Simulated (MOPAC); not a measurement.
MOPAC input (PM6):

```
PM6 FORCE THERMO(298,298) PRECISE LET GEO-OK AUX(PRECISION=9) THREADS=1
Br2Hg

Hg    0.00000000 1   -0.00000000 1   -0.00000000 1
Br   -0.00000000 1   -0.00000000 1    2.25112776 1
Br   -0.00000000 1   -0.00000000 1   -2.25112776 1
```

Output:

```
 *******************************************************************************
 **                                                                           **
 **                              MOPAC v23.2.5                                **
 **                                                                           **
 *******************************************************************************
 ** MOPAC's Digital Object Identifier: https://doi.org/10.5281/zenodo.6511958 **
 **                                                                           **
 ** Please cite the open-source release paper for use of this MOPAC version:  **
 ** J. E. Moussa and J. J. P. Stewart (2026)                                  **
 ** MOPAC: An open-source semiempirical molecular orbital program             **
 ** J. Open Source Softw., 11(119), 8025, https://doi.org/10.21105/joss.08025 **
 *******************************************************************************

                              PM6 CALCULATION RESULTS

 *******************************************************************************
 *  PM6        - The PM6 Hamiltonian to be used
 *  GEO-OK     - OVERRIDE INTERATOMIC DISTANCE AND OTHER SAFETY CHECKS
 *  LET        - OVERRIDE SOME SAFETY CHECKS
 *  PRECISE    - TIGHTER CRITERIA TO BE USED
 *  FORCE      - FORCE CALCULATION SPECIFIED
 *  AUX        - OUTPUT AUXILIARY INFORMATION
 *  THERMO     - THERMODYNAMIC QUANTITIES TO BE CALCULATED
 *******************************************************************************
PM6 FORCE THERMO(298,298) PRECISE LET GEO-OK AUX(PRECISION=9) THREADS=1
 Br2Hg

   ATOM   CHEMICAL          X               Y               Z
  NUMBER   SYMBOL      (ANGSTROMS)     (ANGSTROMS)     (ANGSTROMS)

     1      Hg          0.00000000  *  -0.00000000  *  -0.00000000  *
     2      Br         -0.00000000  *  -0.00000000  *   2.25112776  *
     3      Br         -0.00000000  *  -0.00000000  *  -2.25112776  *

          CARTESIAN COORDINATES

    NO.       ATOM           X           Y           Z

     1        Hg          0.0000     -0.0000     -0.0000
     2        Br         -0.0000     -0.0000      2.2511
     3        Br         -0.0000     -0.0000     -2.2511

 General Reference for PM6:
 "Optimization of Parameters for Semiempirical Methods V: Modification of NDDO Approximations
 and Application to 70 Elements", J. J. P. Stewart, J. Mol. Mod., 13, 1173-1213 (2007)
 URL: https://link.springer.com/article/10.1007/s00894-007-0233-4

           Empirical Formula: Hg Br2  =     3 atoms

      MOLECULAR POINT GROUP   :   D*h

      RHF CALCULATION, NO. OF DOUBLY OCCUPIED LEVELS = 8

 ALL CONVERGERS ARE NOW FORCED ON
 SHIFT=10, PULAY ON, CAMP-KING ON
 AND ITERATION COUNTER RESET

          HEAT OF FORMATION =     -18.644289 KCALS/MOLE

          CARTESIAN COORDINATE DERIVATIVES

   NUMBER  ATOM         X            Y            Z

     1      Hg      0.000000     0.000000     0.000000
     2      Br      0.021847     0.000000     0.000000
     3      Br     -0.021847     0.000000     0.000000

 DIPOLE           X         Y         Z       TOTAL
 POINT-CHG.    -0.000    -0.000     0.000     0.000
 HYBRID         0.000    -0.000    -0.000     0.000
 SUM           -0.000    -0.000     0.000     0.000

          GRADIENT NORM =   0.03090

          MOLECULAR WEIGHT =  360.40

          ROTATIONAL CONSTANTS IN CM(-1)

          A =    0.00000000   B =    0.02081602   C =    0.02081602

           PRINCIPAL MOMENTS OF INERTIA IN UNITS OF 10**(-40)*GRAM-CM**2

          A =        0.0000   B =     1344.7697   C =     1344.7697

          ORIENTATION OF MOLECULE IN FORCE CALCULATION

    NO.       ATOM         X         Y         Z

     1         Hg       0.0000   -0.0000    0.0000
     2         Br       2.2511   -0.0000    0.0000
     3         Br      -2.2511    0.0000   -0.0000

    FIRST DERIVATIVES WILL BE USED IN THE CALCULATION OF SECOND DERIVATIVES

    FOR POINT-GROUP D*h  THERE ARE 120 UNIQUE SYMMETRY FUNCTIONS.


(To convert to Hartree/Bohr^2, multiply by (10^(-21) x N x a0^2)/(4.184 x 627.51) =  0.0642)

           FORCE MATRIX IN MILLIDYNES/ANGSTROM

                 Hg  1      Br  2      Br  3
 ------------------------------------------
    Hg    1   1.804913
    Br    2   0.902482   0.839261
    Br    3   0.902398   0.065595   0.839261

          HEAT OF FORMATION =     -18.644289 KCALS/MOLE

          ZERO POINT ENERGY       0.542 KCAL/MOL

           NORMAL COORDINATE ANALYSIS (Total motion = 1 Angstrom)

   Root No.       1         2         3         4

                 1 Piu     1 Piu     1 Sig     1 Siu

                  32.7      32.7     128.4     185.5

           1    0.0000   -0.0000   -0.0000    0.2849
           2    0.2849    0.0001    0.0000   -0.0000
           3   -0.0001    0.2849   -0.0000    0.0000
           4   -0.0000    0.0000    0.5000   -0.3576
           5   -0.3576   -0.0001   -0.0000    0.0000
           6    0.0001   -0.3576    0.0000    0.0000
           7    0.0000    0.0000   -0.5000   -0.3576
           8   -0.3576   -0.0001   -0.0000    0.0000
           9    0.0001   -0.3576   -0.0000   -0.0000

           MASS-WEIGHTED COORDINATE ANALYSIS (NORMAL COORDINATES)

   Root No.       1         2         3         4

                 1 Piu     1 Piu     1 Sig     1 Siu

                  32.7      32.7     128.4     185.5

           1    0.0000   -0.0000   -0.0000    0.6659
           2    0.6659    0.0002    0.0000   -0.0000
           3   -0.0002    0.6659   -0.0000    0.0000
           4   -0.0000    0.0000    0.7071   -0.5275
           5   -0.5275   -0.0002   -0.0000    0.0000
           6    0.0002   -0.5275    0.0000    0.0000
           7    0.0000    0.0000   -0.7071   -0.5275
           8   -0.5275   -0.0002   -0.0000    0.0000
           9    0.0002   -0.5275   -0.0000   -0.0000

          DESCRIPTION OF VIBRATIONS

 VIBRATION          2    1Piu        ATOM PAIR     ENERGY CONTRIBUTION    RADIAL
 FREQUENCY            32.71         Hg1 -- Br2         +50.0% ( 72.2%)      0.0%
 TRANSITION DIPOLE   1.6929         Hg1 -- Br3         +50.0% ( 72.2%)      0.0%
 TRAVEL (Ang.)       0.1995
 REDUCED MASS       51.8168
 EFFECTIVE MASS    126.6832
 FORCE CONSTANT      0.0327

 VIBRATION          3    1Sig        ATOM PAIR     ENERGY CONTRIBUTION    RADIAL
 FREQUENCY           128.43         Hg1 -- Br2         +50.0% ( 73.5%)    100.0%
 TRANSITION DIPOLE   0.0000         Hg1 -- Br3         +50.0% ( 73.5%)    100.0%
 TRAVEL (Ang.)       0.1146
 REDUCED MASS       39.9520
 EFFECTIVE MASS     79.9040
 FORCE CONSTANT      0.3882

 VIBRATION          4    1Siu        ATOM PAIR     ENERGY CONTRIBUTION    RADIAL
 FREQUENCY           185.49         Hg1 -- Br3         +50.0% ( 76.7%)    100.0%
 TRANSITION DIPOLE   6.4117         Hg1 -- Br2         +50.0% ( 76.7%)    100.0%
 TRAVEL (Ang.)       0.0838
 REDUCED MASS       51.8168
 EFFECTIVE MASS    126.6833
 FORCE CONSTANT      1.0504

      SYMMETRY NUMBER FOR POINT-GROUP D*h =  2

          SYSTEM IS A GROUND STATE

 Br2Hg

          MOLECULE IS LINEAR

          THERE ARE  4 GENUINE VIBRATIONS IN THIS SYSTEM
          THIS THERMODYNAMICS CALCULATION IS LIMITED TO
          MOLECULES WHICH HAVE NO INTERNAL ROTATIONS

                    CALCULATED THERMODYNAMIC PROPERTIES
                                          *
   TEMP. (K)   PARTITION FUNCTION   H.O.F.    ENTHALPY  HEAT CAPACITY ENTROPY
                                   KCAL/MOL   CAL/MOLE    CAL/K/MOL  CAL/K/MOL

 298.00  VIB.     0.1714D+03                  1886.8386     7.7504    16.5541
         ROT.     0.4975D+04                   592.1869     1.9872    18.9027
         INT.     0.8528D+06                  2479.0255     9.7377    35.4568
         TRA.     0.6615D+28                  1480.4672     4.9680    43.5373
         TOT.                      -18.644    3959.4926    14.7057    78.9941

   *: NOTE: HEATS OF FORMATION ARE RELATIVE TO THE
            ELEMENTS IN THEIR STANDARD STATE AT 298K
              (=  Standard Enthalpy of Formation).

            Hvib:  Zero-point energy is not included.
                   frequencies of less than zero cm-1 are not included.
            Hrot = (3/2)RT
            Htra = (3/2)RT + pV = (5/2)RT

            Heat capacity is Cp, not Cv

          For more information, see: HTTP://OpenMOPAC.net/Manual/thermochemistry.html

           FORCE CONSTANT IN CARTESIAN COORDINATES (Millidynes/A)

    ATOM   CHEMICAL       X               Y               Z
   NUMBER   SYMBOL  FORCE CONSTANT  FORCE CONSTANT  FORCE CONSTANT

      1      Hg        1.803138        0.056061        0.056061
      2      Br        0.839017        0.014070        0.014070
      3      Br        0.839017        0.014070        0.014070

 **********************
 *                    *
 * JOB ENDED NORMALLY *
 *                    *
 **********************

 == MOPAC DONE ==
```
